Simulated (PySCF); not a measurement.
## Deuteron quadrupole couplings in `C/C(Cl)=C(\[SiH3])CF`

Compound: C4H8ClFSi.
Cartesian coordinates in Å at the GFN2-xTB level; atoms count from 1:
```
atom  x, y, z in Å
C1     2.067    0.636   -0.152
C2     1.012   -0.411   -0.200
Cl3    1.682   -1.997   -0.555
C4    -0.296   -0.292   -0.017
Si5   -1.270    1.283    0.385
C6    -1.172   -1.505   -0.120
F7    -2.489   -1.169    0.089
H8     2.609    0.661   -1.096
H9     1.635    1.612    0.037
H10    2.785    0.404    0.634
H11   -1.949    1.069    1.660
H12   -2.217    1.509   -0.704
H13   -0.367    2.430    0.500
H14   -1.119   -1.961   -1.116
H15   -0.916   -2.259    0.634
```

Level: PBE0/pcSseg-1 (PySCF, non-relativistic); Q(2H) = 0.00286 b; rigid geometry, the same for H and D, with no vibrational averaging.

Problem. Rank these positions by the coupling χzz of a deuteron there, largest first.
A. H13 (Si–H hydrogen)
B. H14 (methylene hydrogen)
C. H9 (methyl hydrogen)
D. H10 (methyl hydrogen)

Solution. C (212 kHz), D (207 kHz), B (191 kHz), A (108 kHz).

Problem. Tabulate Vzz, the asymmetry η and χzz = 234.96 MHz × Q × Vzz for every hydrogen position.

Solution. 
```json
{"atom": "H8", "bonded to": "C1", "bond length (Å)": "1.089", "Vzz (au)": "0.3082", "η": "0.03", "χzz (kHz)": "207"}
{"atom": "H9", "bonded to": "C1", "bond length (Å)": "1.084", "Vzz (au)": "0.3159", "η": "0.04", "χzz (kHz)": "212"}
{"atom": "H10", "bonded to": "C1", "bond length (Å)": "1.089", "Vzz (au)": "0.3081", "η": "0.03", "χzz (kHz)": "207"}
{"atom": "H11", "bonded to": "Si5", "bond length (Å)": "1.460", "Vzz (au)": "0.1646", "η": "0.02", "χzz (kHz)": "111"}
{"atom": "H12", "bonded to": "Si5", "bond length (Å)": "1.461", "Vzz (au)": "0.1645", "η": "0.02", "χzz (kHz)": "111"}
{"atom": "H13", "bonded to": "Si5", "bond length (Å)": "1.464", "Vzz (au)": "0.1614", "η": "0.04", "χzz (kHz)": "108"}
{"atom": "H14", "bonded to": "C6", "bond length (Å)": "1.097", "Vzz (au)": "0.2843", "η": "0.08", "χzz (kHz)": "191"}
{"atom": "H15", "bonded to": "C6", "bond length (Å)": "1.097", "Vzz (au)": "0.2842", "η": "0.08", "χzz (kHz)": "191"}
```

Problem. Average by the element that carries the hydrogen.

Solution. on C: 202 kHz over 5 positions, mean bond length 1.091 Å; on Si: 110 kHz over 3 positions, mean bond length 1.462 Å.

Geometry: GFN2-xTB, one conformer, isolated molecule. GFN2-xTB bond lengths can be off by several hundredths of an ångström, more for odd bonds, and the gradients follow them. The basis is small and wasn't made for field gradients, so the couplings can be 20 % off.
